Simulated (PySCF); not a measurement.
**Electron correlation in N²⁺ (nitrogen, charge +2)**

[He] 2s2 2p1, 2P determinant. Computed with PySCF 2.14 in x2c-TZVPPall with one added diffuse shell each of s, p, d type (6s4p3d1f, 40 functions), with the spin-free X2C one-electron Hamiltonian (Gaussian nucleus). Frozen: nothing; 5 electrons correlated.

```csv
level,correlation energy (mhartree)
CCSD,-99.23
(T),-1.21
CCSD(T),-100.44
CCSDT,-100.69
```

Diagnostics: T1 = 0.0053, D1 = 0.0132, largest double amplitude 0.135.

Task: Is a single reference adequate?

Result: Mostly. T1 lies below 0.03, but a double amplitude of this size points to a near-degeneracy that CCSD handles and MP2 describes poorly.

This basis was not built for core-valence correlation, so the inner-shell part is incomplete.
